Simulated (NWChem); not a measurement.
A series in which one site is exchanged, each optimised at PBE0/def2-SVP with NWChem, gas phase unless a solvent is named. def2 effective core potentials on Rb, Ag, I, Cs; no spin-orbit coupling.

A: [Ag][I] (AgI; site = Ag)
B: [I][Rb] (RbI; site = Rb)
C: II (I2; site = I)
D: [I][Cs] (CsI; site = Cs)

Task: Rank them by lowest singlet excitation, CAM-B3LYP/def2-SVPD, TDA (eV), lowest first.

Result: C (2.22), A (2.76), B (3.35), D (3.52)
